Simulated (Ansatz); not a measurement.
Ansatz (a program for electronic structure) input (B3LYP-D3(BJ)/def2-TZVP):

Ansatz 0.2 input:
```yaml
crystal:
  periodic: [false, false, false]
  atoms:
    - {symbol: Si, position_ang: [-0.90981602, 0.03036171, -0.57651487]}
    - {symbol: C, position_ang: [-1.86255620, 1.60789521, -0.50428996]}
    - {symbol: C, position_ang: [-1.33082724, -1.11951178, 0.84275451]}
    - {symbol: N, position_ang: [0.79348572, 0.35132889, -0.49331446]}
    - {symbol: Si, position_ang: [1.99759065, -0.33661729, 0.53734871]}
    - {symbol: H, position_ang: [-1.27097314, -0.63724597, -1.85609012]}
    - {symbol: H, position_ang: [-1.55116046, 2.45039887, 0.10508262]}
    - {symbol: H, position_ang: [-2.79221902, 1.76201197, -1.04227166]}
    - {symbol: H, position_ang: [-2.39278604, -1.37056659, 0.82073754]}
    - {symbol: H, position_ang: [-0.76599487, -2.05233243, 0.77410137]}
    - {symbol: H, position_ang: [-1.11470987, -0.65666185, 1.80748826]}
    - {symbol: H, position_ang: [1.14811396, 1.01164332, -1.17097471]}
    - {symbol: H, position_ang: [2.08913177, -1.81087209, 0.39174796]}
    - {symbol: H, position_ang: [3.30121378, 0.26480394, 0.17070393]}
    - {symbol: H, position_ang: [1.72643970, -0.06320411, 1.97021502]}
basis:
  gaussian:
    orbitals: def2-TZVP
hamiltonian:
  xc: b3lyp
  dispersion: d3bj
magnetization: {spin_polarized: true, initial_magnetization: 1}
phonons: {temperatures: {t_min: 298.15, t_max: 298.15, t_step: 100}}
```

Output:

```
Functional definition: B3LYP
integrals: 0.17 GiB planned
1477 factors; their error is unknown
0.31 GiB of the device are held for the grids
1.30 GiB of device memory are held for the factors and their scratch space
mean field: 1.46 GiB planned
mean field evaluation 1: about -19470.7998 eV, gradient 6.1e1 eV
mean field evaluation 2: about -19453.4097 eV, gradient 8.1e1 eV
mean field evaluation 4: about -19485.7254 eV, gradient 5.5e0 eV
mean field evaluation 8: about -19485.8638 eV, gradient 7.3e-2 eV
mean field evaluation 16: about -19485.9051 eV, gradient 2.1e-4 eV
mean field -19485.90511563 eV, -716.0938049786 hartree, gradient 4.8e-5 eV, S^2 0.753509; 0 other end points of the search recorded, 0 dependent functions left out
the calculation of the forces begins
reference -19485.90544324 eV, -716.0938170180 hartree; 29, 28 occupied and 198, 199 virtual orbitals, 1477 factors
these checks for a lower state are left out or cut short: stability, starts, cluster_reference, orbital_swaps, neighbouring_geometries, increment
integrals: 0.17 GiB planned
1477 factors; their error is unknown
0.31 GiB of the device are held for the grids
1.30 GiB of device memory are held for the factors and their scratch space
mean field: 1.45 GiB planned
mean field -19485.90493578 eV, -716.0937983691 hartree, gradient 1.1e-6 eV, S^2 0.753511; 0 other end points of the search recorded, 0 dependent functions left out
the calculation of the forces begins
reference -19485.90526340 eV, -716.0938104088 hartree; 29, 28 occupied and 198, 199 virtual orbitals, 1477 factors
these checks for a lower state are left out or cut short: stability, starts, cluster_reference, orbital_swaps, neighbouring_geometries, increment
integrals: 0.17 GiB planned
1477 factors; their error is unknown
0.31 GiB of the device are held for the grids
1.30 GiB of device memory are held for the factors and their scratch space
mean field: 1.46 GiB planned
mean field -19485.90506635 eV, -716.0938031675 hartree, gradient 2.2e-6 eV, S^2 0.753506; 0 other end points of the search recorded, 0 dependent functions left out
the calculation of the forces begins
reference -19485.90539395 eV, -716.0938152066 hartree; 29, 28 occupied and 198, 199 virtual orbitals, 1477 factors
these checks for a lower state are left out or cut short: stability, starts, cluster_reference, orbital_swaps, neighbouring_geometries, increment
integrals: 0.17 GiB planned
1477 factors; their error is unknown
0.31 GiB of the device are held for the grids
1.30 GiB of device memory are held for the factors and their scratch space
mean field: 1.46 GiB planned
mean field evaluation 32: about -19485.9050 eV, gradient 1.1e-1 eV
mean field -19485.90501893 eV, -716.0938014248 hartree, gradient 1.9e-6 eV, S^2 0.753508; 0 other end points of the search recorded, 0 dependent functions left out
the calculation of the forces begins
reference -19485.90534653 eV, -716.0938134641 hartree; 29, 28 occupied and 198, 199 virtual orbitals, 1477 factors
these checks for a lower state are left out or cut short: stability, starts, cluster_reference, orbital_swaps, neighbouring_geometries, increment
integrals: 0.17 GiB planned
1477 factors; their error is unknown
0.31 GiB of the device are held for the grids
1.30 GiB of device memory are held for the factors and their scratch space
mean field: 1.45 GiB planned
mean field -19485.90501029 eV, -716.0938011072 hartree, gradient 1.5e-6 eV, S^2 0.753510; 0 other end points of the search recorded, 0 dependent functions left out
[...]
mean field -19485.90504398 eV, -716.0938023454 hartree, gradient 1.9e-6 eV, S^2 0.753509; 0 other end points of the search recorded, 0 dependent functions left out
the calculation of the forces begins
reference -19485.90537157 eV, -716.0938143840 hartree; 29, 28 occupied and 198, 199 virtual orbitals, 1477 factors
these checks for a lower state are left out or cut short: stability, starts, cluster_reference, orbital_swaps, neighbouring_geometries, increment
integrals: 0.17 GiB planned
1477 factors; their error is unknown
0.31 GiB of the device are held for the grids
1.30 GiB of device memory are held for the factors and their scratch space
mean field: 1.46 GiB planned
mean field -19485.90510288 eV, -716.0938045101 hartree, gradient 1.3e-6 eV, S^2 0.753509; 0 other end points of the search recorded, 0 dependent functions left out
the calculation of the forces begins
reference -19485.90543051 eV, -716.0938165501 hartree; 29, 28 occupied and 198, 199 virtual orbitals, 1477 factors
these checks for a lower state are left out or cut short: stability, starts, cluster_reference, orbital_swaps, neighbouring_geometries, increment
integrals: 0.17 GiB planned
1477 factors; their error is unknown
0.31 GiB of the device are held for the grids
1.30 GiB of device memory are held for the factors and their scratch space
mean field: 1.46 GiB planned
mean field -19485.90509882 eV, -716.0938043608 hartree, gradient 1.3e-6 eV, S^2 0.753509; 0 other end points of the search recorded, 0 dependent functions left out
the calculation of the forces begins
reference -19485.90542641 eV, -716.0938163996 hartree; 29, 28 occupied and 198, 199 virtual orbitals, 1477 factors
these checks for a lower state are left out or cut short: stability, starts, cluster_reference, orbital_swaps, neighbouring_geometries, increment
integrals: 0.17 GiB planned
1477 factors; their error is unknown
0.31 GiB of the device are held for the grids
1.30 GiB of device memory are held for the factors and their scratch space
mean field: 1.45 GiB planned
mean field evaluation 512: about -19485.9051 eV, gradient 2.5e-2 eV
mean field -19485.90510963 eV, -716.0938047581 hartree, gradient 1.0e-6 eV, S^2 0.753509; 0 other end points of the search recorded, 0 dependent functions left out
the calculation of the forces begins
reference -19485.90543723 eV, -716.0938167970 hartree; 29, 28 occupied and 198, 199 virtual orbitals, 1477 factors
these checks for a lower state are left out or cut short: stability, starts, cluster_reference, orbital_swaps, neighbouring_geometries, increment
integrals: 0.17 GiB planned
1477 factors; their error is unknown
0.31 GiB of the device are held for the grids
1.30 GiB of device memory are held for the factors and their scratch space
mean field: 1.46 GiB planned
mean field -19485.90510185 eV, -716.0938044723 hartree, gradient 1.2e-6 eV, S^2 0.753509; 0 other end points of the search recorded, 0 dependent functions left out
the calculation of the forces begins
reference -19485.90542948 eV, -716.0938165122 hartree; 29, 28 occupied and 198, 199 virtual orbitals, 1477 factors
these checks for a lower state are left out or cut short: stability, starts, cluster_reference, orbital_swaps, neighbouring_geometries, increment
integrals: 0.17 GiB planned
1477 factors; their error is unknown
0.31 GiB of the device are held for the grids
1.30 GiB of device memory are held for the factors and their scratch space
mean field: 1.46 GiB planned
mean field -19485.90514303 eV, -716.0938059853 hartree, gradient 2.1e-6 eV, S^2 0.753509; 0 other end points of the search recorded, 0 dependent functions left out
the calculation of the forces begins
reference -19485.90547064 eV, -716.0938180247 hartree; 29, 28 occupied and 198, 199 virtual orbitals, 1477 factors
these checks for a lower state are left out or cut short: stability, starts, cluster_reference, orbital_swaps, neighbouring_geometries, increment
integrals: 0.17 GiB planned
1477 factors; their error is unknown
0.31 GiB of the device are held for the grids
1.30 GiB of device memory are held for the factors and their scratch space
mean field: 1.45 GiB planned
mean field -19485.90507124 eV, -716.0938033472 hartree, gradient 2.1e-6 eV, S^2 0.753509; 0 other end points of the search recorded, 0 dependent functions left out
the calculation of the forces begins
reference -19485.90539885 eV, -716.0938153866 hartree; 29, 28 occupied and 198, 199 virtual orbitals, 1477 factors
these checks for a lower state are left out or cut short: stability, starts, cluster_reference, orbital_swaps, neighbouring_geometries, increment
integrals: 0.17 GiB planned
1477 factors; their error is unknown
0.31 GiB of the device are held for the grids
1.30 GiB of device memory are held for the factors and their scratch space
mean field: 1.45 GiB planned
mean field -19485.90511061 eV, -716.0938047942 hartree, gradient 1.2e-6 eV, S^2 0.753509; 0 other end points of the search recorded, 0 dependent functions left out
the calculation of the forces begins
reference -19485.90543822 eV, -716.0938168337 hartree; 29, 28 occupied and 198, 199 virtual orbitals, 1477 factors
these checks for a lower state are left out or cut short: stability, starts, cluster_reference, orbital_swaps, neighbouring_geometries, increment
integrals: 0.17 GiB planned
1477 factors; their error is unknown
0.31 GiB of the device are held for the grids
1.30 GiB of device memory are held for the factors and their scratch space
mean field: 1.46 GiB planned
mean field evaluation 544: about -19485.9051 eV, gradient 3.7e-5 eV
mean field -19485.90510295 eV, -716.0938045127 hartree, gradient 1.4e-6 eV, S^2 0.753509; 0 other end points of the search recorded, 0 dependent functions left out
the calculation of the forces begins
reference -19485.90543056 eV, -716.0938165520 hartree; 29, 28 occupied and 198, 199 virtual orbitals, 1477 factors
these checks for a lower state are left out or cut short: stability, starts, cluster_reference, orbital_swaps, neighbouring_geometries, increment
integrals: 0.17 GiB planned
1477 factors; their error is unknown
0.31 GiB of the device are held for the grids
1.30 GiB of device memory are held for the factors and their scratch space
mean field: 1.46 GiB planned
mean field -19485.90509820 eV, -716.0938043378 hartree, gradient 3.0e-6 eV, S^2 0.753509; 0 other end points of the search recorded, 0 dependent functions left out
the calculation of the forces begins
reference -19485.90542582 eV, -716.0938163779 hartree; 29, 28 occupied and 198, 199 virtual orbitals, 1477 factors
these checks for a lower state are left out or cut short: stability, starts, cluster_reference, orbital_swaps, neighbouring_geometries, increment
integrals: 0.17 GiB planned
1477 factors; their error is unknown
0.31 GiB of the device are held for the grids
1.30 GiB of device memory are held for the factors and their scratch space
mean field: 1.46 GiB planned
mean field -19485.90503005 eV, -716.0938018335 hartree, gradient 2.5e-6 eV, S^2 0.753509; 0 other end points of the search recorded, 0 dependent functions left out
the calculation of the forces begins
reference -19485.90535764 eV, -716.0938138723 hartree; 29, 28 occupied and 198, 199 virtual orbitals, 1477 factors
Total energy: -19486.54965323 eV, -716.1174912985 hartree
Atom 0 at    -0.909816     0.030362    -0.576515 Å, force    -0.001202    -0.000286    -0.000016 eV/Å
Atom 1 at    -1.862556     1.607895    -0.504290 Å, force     0.000879    -0.000162     0.000386 eV/Å
Atom 2 at    -1.330827    -1.119512     0.842755 Å, force    -0.000238    -0.000184     0.000556 eV/Å
Atom 3 at     0.793486     0.351329    -0.493314 Å, force     0.001399     0.001716    -0.002030 eV/Å
Atom 4 at     1.997591    -0.336617     0.537349 Å, force    -0.000354    -0.000427     0.000633 eV/Å
Atom 5 at    -1.270973    -0.637246    -1.856090 Å, force    -0.000078     0.000051    -0.000027 eV/Å
Atom 6 at    -1.551160     2.450399     0.105083 Å, force    -0.000256     0.000126    -0.000101 eV/Å
Atom 7 at    -2.792219     1.762012    -1.042272 Å, force    -0.000337     0.000060    -0.000136 eV/Å
Atom 8 at    -2.392786    -1.370567     0.820738 Å, force     0.000128    -0.000099    -0.000172 eV/Å
Atom 9 at    -0.765995    -2.052332     0.774101 Å, force     0.000043    -0.000149     0.000060 eV/Å
Atom 10 at    -1.114710    -0.656662     1.807488 Å, force     0.000131     0.000161    -0.000155 eV/Å
Atom 11 at     1.148114     1.011643    -1.170975 Å, force    -0.000480    -0.000629     0.000730 eV/Å
Atom 12 at     2.089132    -1.810872     0.391748 Å, force     0.000109    -0.000574    -0.000205 eV/Å
Atom 13 at     3.301214     0.264804     0.170704 Å, force     0.000326     0.000199    -0.000005 eV/Å
Atom 14 at     1.726440    -0.063204     1.970215 Å, force    -0.000069     0.000196     0.000483 eV/Å
Dipole moment:    -0.084438     0.150472    -0.035979 e Å
Vibrations: 32.81 72.88 114.11 135.48 175.00 202.16 244.62 299.05 353.79 582.63 588.31 643.36 679.48 720.30 723.65 745.88 793.18 812.76 896.53 910.89 948.23 951.33 975.46 1011.66 1203.86 1288.52 1401.92 1461.57 1462.18 2183.32 2203.81 2216.98 2228.88 3030.56 3100.72 3107.95 3117.28 3204.80 3573.64 cm⁻¹, zero-point energy 3.000389 eV
```

It need not be the lowest isomer of its formula.
